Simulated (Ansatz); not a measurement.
**Redistribution: CH6O3Si + C2H8O2Si2 → CH8O2Si2 + C2H6O3Si**

Species: CH6O3Si `CO[SiH](O)O`, singlet; C2H8O2Si2 `C=C[Si](O)(O)[SiH3]`, singlet; CH8O2Si2 `CO[SiH](O)[SiH3]`, singlet; C2H6O3Si `C=C[Si](O)(O)O`, singlet. The partners trade OH for SiH3; both sit on Si, so the bond types are kept.

Shapes, held fixed at every level: PBE0-D4/def2-TZVP. Flexible molecules stand in one conformer, not always the lowest. Programs: Ansatz 0.2.0. Electronic energies: no zero-point or thermal term.

```tsv
level	kind	ΔE (kJ/mol)	less CCSD(T)/CBS estimate
r2SCAN-D4/def2-TZVPP	meta-GGA	+1.8	-0.3
B3LYP-D4/def2-TZVPP	global hybrid	+1.7	-0.4
wB97X-V/def2-TZVPP	range-separated hybrid	+1.3	-0.8
MP2/def2-TZVPP	perturbation theory	+3.1	+1.0
CCSD(T)/def2-TZVPP	coupled cluster or CI	+1.3	-0.8
CCSD/def2-TZVPP	coupled cluster or CI	+0.9	-1.2
CCSD(T)/CBS estimate	coupled cluster or CI	+2.1	0.0
```

The highest level, CCSD(T)/CBS estimate, gives ΔE = +2.1 kJ/mol; the levels span +0.9 to +3.1. That is about zero within the method's error. The column of differences is taken from that level and isn't an error. No measured value is set beside it here. The CBS estimate extrapolates MP2 from def2-TZVPP and def2-QZVPP and adds CCSD(T) − MP2 in the triple-zeta set, cores frozen.
